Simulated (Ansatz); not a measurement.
Gas-phase electronic energies from Ansatz, PBE0-D4/def2-TZVP geometries. CBS: MP2 limit from def2 TZ/QZ plus the TZ coupled-cluster correction, frozen cores. DFT in def2-TZVPP. B3LYP here is the variant with VWN-RPA as its local correlation; programs differ in this. Elements past krypton have def2 core potentials. For Sn outer-core shells are correlated without core-valence functions, which leaves a few kJ/mol of doubt a bond. Each species was taken in one conformer, which may not be the lowest.

Reaction (formal exchange of groups at a B–N bond): `FBN[CH2][SnH3]` + `CC(=N)N` → `N=C(N)BF` + `CN[CH2][SnH3]`

| level | ΔE (kcal/mol) | difference from CCSD(T)/CBS |
| --- | --- | --- |
| PBE-D4 | 40.7 | -0.6 |
| r2SCAN-D4 | 42.4 | 1.1 |
| PBE0-D4 | 41.8 | 0.5 |
| B3LYP-D4 | 41.6 | 0.3 |
| ωB97X-V | 41.0 | -0.3 |
| ωB97M-V | 41.8 | 0.5 |
| B2PLYP | 41.7 | 0.4 |
| PBE | 40.7 | -0.6 |
| r2SCAN | 42.4 | 1.1 |
| PBE0 | 41.7 | 0.4 |
| B3LYP | 41.6 | 0.3 |
| HF/def2-TZVPP | 42.6 | 1.3 |
| MP2/def2-TZVPP | 42.0 | 0.7 |
| SCS-MP2/def2-TZVPP | 41.3 | 0.0 |
| CCSD/def2-TZVPP | 41.7 | 0.4 |
| CCSD(T)/def2-TZVPP | 41.3 | 0.0 |
| HF/def2-QZVPP | 42.4 | 1.1 |
| MP2/def2-QZVPP | 42.0 | 0.7 |
| SCS-MP2/def2-QZVPP | 41.3 | 0.0 |
| HF/CBS(def2) | 42.4 | 1.1 |
| MP2/CBS(def2) | 42.1 | 0.8 |
| CCSD/CBS(def2) | 41.7 | 0.4 |
| CCSD(T)/CBS | 41.3 | 0 |

Largest T1 diagnostic among the species: 0.014.

From PBE to PBE0 (25 % exact exchange), in def2-TZVPP and without D4, ΔE moves by +1.1 kcal/mol.
